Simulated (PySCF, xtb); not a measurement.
C3H10OSi2, SMILES C[C@@H]1O[C@@H]([SiH2]1)[SiH3].

GFN2-xTB (xtb) at its own geometry gives an orbital gap of 3.83 eV and a dipole moment of 2.22 D.

The structure is a stationary point at PBE-D3(BJ)/def2-SVP. The structure was generated by enumeration; whether it is a known compound was not checked.

Question: What does PBE/def2-TZVP run with PySCF give? (Estimate from the structure and the level; the computed values follow.)

Answer: gap 4.52 eV (levels -5.68 and -1.16 eV), dipole 1.54 D.
